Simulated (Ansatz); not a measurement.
Two spin states of CI, each at its own minimum; 2S+1 = 2, 4 were tried, and our sources give no spin for the ground state. No spin–orbit coupling.

```json
[
 {"level": "PBE/def2-TZVPP", "energy of the multiplicity-4 state above the multiplicity-2 state (kcal/mol)": "42.37"},
 {"level": "PBE0/def2-TZVPP", "energy of the multiplicity-4 state above the multiplicity-2 state (kcal/mol)": "36.57"},
 {"level": "wB97X-V/def2-TZVPP", "energy of the multiplicity-4 state above the multiplicity-2 state (kcal/mol)": "40.20"},
 {"level": "CCSD/def2-TZVPP", "energy of the multiplicity-4 state above the multiplicity-2 state (kcal/mol)": "34.62"},
 {"level": "CCSD(T)/def2-TZVPP", "energy of the multiplicity-4 state above the multiplicity-2 state (kcal/mol)": "38.04"}
]
```

The rows run from 34.62 (CCSD/def2-TZVPP) to 42.37 kcal/mol (PBE/def2-TZVPP). The 3 functionals in def2-TZVPP without D3 or D4 span 5.79, from PBE0 to PBE.

Each state is the lowest solution found for its spin in def2 and cc sets.

Correlated levels freeze the inner cores; with def2 sets outer-core shells near the valence are correlated too.

Doubts at one or more of the structures used: a spin-contaminated determinant (CCSD/def2-TZVPP, CCSD(T)/def2-TZVPP).

The values were computed with Ansatz (an electronic-structure program) with Gaussian orbitals. Each number belongs to the level named beside it. In def2 rows elements past Kr take small-core potentials, without spin–orbit coupling.
